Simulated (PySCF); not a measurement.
C5H14OSi, SMILES CC(C)(C)O[SiH2]C, GFN2-xTB optimised geometry. Atoms within 1.6 Å of the plane z = 0.0 Å (x, y, z in Å): Si1 (-2.10, -0.77, 0.00), O3 (-0.48, -0.77, 0.00), C4 (0.49, -0.27, 0.89), C5 (1.85, -0.63, 0.28), C7 (0.35, 1.25, 1.01), H8 (-2.66, 0.59, 0.00), H9 (-2.66, -1.48, 1.16), H13 (1.93, -1.70, 0.17), H14 (1.94, -0.18, -0.71), H15 (2.66, -0.27, 0.91), H19 (-0.60, 1.50, 1.46), H21 (0.39, 1.70, 0.02).

Method: PBE0/def2-SVP (PySCF 2.14.0). Cells within 0.4 Å of a nucleus heavier than hydrogen are left out (blank, or x).

Map of the HOMO amplitude (bohr^(-3/2)), clipped to [-0.25, 0.25] on the plane z = 0.0 Å; orbital energy -7.77 eV, overall sign arbitrary:

```
|4444444444444444444444444444444|
|4444444444444444444444444444444|
|4444444444444444444444444444444|
|4444444444444444444444444444444|
|4444444444444444444444444444444|
|4444444444444444444444444444444|
|4444444444444444444444444444444|
|4444444444444444444444444444444|
|4444444444444444444444444444444|
|4444444444444444554444444444444|
|4444444344444444544444444444444|
|4444433333444444444444444444444|
|4444433223444444444444444444444|
|4444332023444444444444444444444|
|4444332123445555444444444444444|
|4444432223456775444444444444444|
|4444433334457997544445444444444|
|44444444xx445xx54444xx444444444|
|44444445xx432xx2344444444444444|
|4444455554432002344444444444444|
|4444455554432223344443444444444|
|4444445554433333444444444444444|
|4444444444444444444444444444444|
|4444444444444444444444444444444|
|4444444444444444444444444444444|
|4444444444444444444444444444444|
|4444444444444444444444444444444|
|4444444444444444444444444444444|
|4444444444444444444444444444444|
|4444444444444444444444444444444|
|4444444444444444444444444444444|
```
Scale: ten equal steps from -0.208 (start of '0') to 0.250 (end of '9'), in the order '0123456789'; x runs from -5.00 to 5.00, y from -5.00 (bottom) to 5.00 (top).
